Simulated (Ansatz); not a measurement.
ClFGeH4SSi (`F[SiH](Cl)[S][GeH3]`). Total charge 0; spin multiplicity 1. Correlated methods include outer-core shells of Ge, which these sets cover unevenly. Scalar relativity is left out up to krypton.

```xyz
9

F    -0.384   -1.187    1.991
Si    0.902   -0.724    1.180
Cl    1.174    1.245    1.656
S     0.662   -1.022   -0.880
Ge   -0.865    0.566   -1.315
H     2.056   -1.508    1.650
H    -0.145    1.901   -1.530
H    -1.543    0.086   -2.601
H    -1.857    0.644   -0.150
```

(1) Give the diagnostics of a CCSD(T)/def2-TZVPP run (frozen core, the Gaussian-basis code of Ansatz). (Best estimate.)

## Answers

(1) Computed: T1 = 0.0113, largest single amplitude 0.012, largest double 0.020, (T) share of the correlation energy 3.7 %, 8 CCSD cycles. The RHF solution is stable towards an unrestricted one. T1 lies under the customary mark of 0.02 for closed shells.
